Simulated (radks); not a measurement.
Ca9+, configuration [He] 2p6 3s1 3p2 (not the ground configuration). All-electron calculation, non-relativistic Kohn-Sham, revTPSS, spin-polarised, spherical densities, point nucleus; open shells are filled with parallel spins first; meta-GGA in the generalised Kohn-Sham scheme. Program: a radial shooting solver on a logarithmic mesh with Libxc functionals.

Unscreened Slater integrals over Kohn-Sham orbitals (hartree). They are taken over the spin-up orbitals.

integral,value
"F0(3p,3p)",0.96838
"F2(3p,3p)",0.49437
"F0(3p,3s)",0.96662
"G1(3p,3s)",0.64183
"F0(3p,2p)",1.2871
"F2(3p,2p)",0.30096
"G0(3p,2p)",0.12186
"G2(3p,2p)",0.13010
"F0(3p,1s)",1.4627
"G1(3p,1s)",0.11999
"F0(3s,3s)",0.96636
"F0(3s,2p)",1.2664
"G1(3s,2p)",0.12277
"F0(3s,1s)",1.4253
"G0(3s,1s)",0.060096
"F0(2p,2p)",2.9231
"F2(2p,2p)",1.3807
"F0(2p,1s)",4.0113
"G1(2p,1s)",0.65651
"F0(1s,1s)",12.182

Derived for the open shells (J is the average intra-shell exchange parameter used in DFT+U). 3p: J = F2/5 = 0.09887 hartree; in LS coupling 1D lies 6 F2/25 = 0.1186 hartree above 3P.
